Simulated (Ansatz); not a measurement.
Reactions of CH9NSi2 (`N[SiH2]C[SiH3]`).

Gas-phase electronic energies from Ansatz, PBE0-D4/def2-TZVP geometries. CBS: MP2 limit from def2 TZ/QZ plus the TZ coupled-cluster correction, frozen cores. This one scheme is used for every species, atoms too. For atomizations the MP2-based limit and the directly extrapolated one differ by several kJ/mol either way, and by 10 to 25 for some Ge, Se and Sn compounds, so smaller differences from it don't rank the levels. No spin–orbit coupling; open shells (•) take unrestricted orbitals. Spin–orbit coupling would lower the free atoms: a little for C, Si. One conformer a species, not always the lowest.

Question: Order these by ΔE at CCSD(T)/CBS, lowest first. (An estimate is asked.)
A. `N[SiH2]C[SiH3]` → C• + 9 H• + N• + 2 Si•
B. `N[SiH2]C[SiH3]` + `FC[SiH](F)[SiH3]` → `N[SiH2][SiH](F)[SiH3]` + `FCC[SiH3]`
C. `N[SiH2]C[SiH3]` → `C[SiH2][SiH2]N`
D. `N[SiH2]C[SiH3]` → `[SiH3]CN[SiH3]`
E. `N[SiH2]C[SiH3]` → `C[SiH2]N` + `[SiH2]`
F. `N[SiH2]C[SiH3]` + `OC[SiH2]O` → `OC[SiH2]O[SiH3]` + `C[SiH2]N`
G. `N[SiH2]C[SiH3]` + `CO[SiH2][AlH2]` → `CO[SiH2]C[SiH3]` + `N[SiH2][AlH2]`
H. `N[SiH2]C[SiH3]` + `[AlH2][SH]` → `N[SiH2][S][AlH2]` + `C[SiH3]`

Answer: F (-25.1 kcal/mol), H (-16.4 kcal/mol), G (-0.8 kcal/mol), C (+3.6 kcal/mol), B (+8.0 kcal/mol), D (+24.9 kcal/mol), E (+57.4 kcal/mol), A (+1036.3 kcal/mol).

Largest T1 diagnostic: 0.014, for `[SiH2]`.
